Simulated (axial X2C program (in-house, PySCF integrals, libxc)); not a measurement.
## Nuclear properties of FCoF⁺

Computed with an axial X2C code built on PySCF integrals: two-component X2C with atomic mean-field Coulomb and Gaunt terms, Gaussian nuclei, basis F dyall-av3z, Co dyall-v3z with contracted cores.

F–Co–F held linear, with bonds 1.655 and 1.655 Å (near the PBE0 minimum at charge 1 of the determinant lowest at the starting distance; the state shown can have its own minimum elsewhere, held linear; other orders of the atoms were not compared).

Determinant lowest in the PBE0 search, Ω = 4 (⟨Sz⟩ = 2.00, ⟨Lz⟩ = 2.00 at PBE0), spin on the atoms F 0.18, Co 1.65, F 0.17:

```
level  A∥/gI F (MHz)  qzz F (a.u.)  A∥/gI Co (MHz)  qzz Co (a.u.)
 PBE0          -4.54          0.39             548          -1.39
   HF           6.57          0.69             471          -1.29
B3LYP          -5.07          0.32             561          -1.39
```

A∥ (defined per Ω) follows by multiplying with gI = μI/(I μN); qzz is the electric field gradient, eQq0 = 234.96 MHz × Q/barn × qzz. The operators were transformed with the bare-nucleus X2C matrices; with these basis sets, hyperfine constants and field gradients can be off by tens of per cent, and where levels differ in sign neither size nor sign is settled.

(1) With gI(59Co) = 1.3220, Q(59Co) = 0.42 barn (g factors from the IAEA table of nuclear moments by Stone; Q from Pyykkö, Mol. Phys. 2018), turn the PBE0 values of the first state into constants in MHz.

The molecule was held linear; bending was not examined, so a bent shape may lie lower.

Each state is one determinant with collinear spin, which with several unpaired electrons need not be a pure state. Unrestricted Hartree–Fock can overshoot spin polarisation at the nuclei. With several open shells hyperfine constants can be off by a factor of several. Open-shell Ω = 0 determinants with evenly filled partner blocks cannot be reached by this program, so the Ω shown need not be the lowest component. The search compared states at one distance, so a state with another bond length can lie lower. Further determinants of the search, some of them spin-mixed, are not shown. Where a field gradient or hyperfine factor spreads by more than a factor of two over the levels, a constant derived from it is not to be relied on.

## Answers

(1) A∥(59Co) = 548 × 1.3220 = 724 MHz; eQq0(59Co) = 234.96 × (0.42) × (-1.39) = -137 MHz.
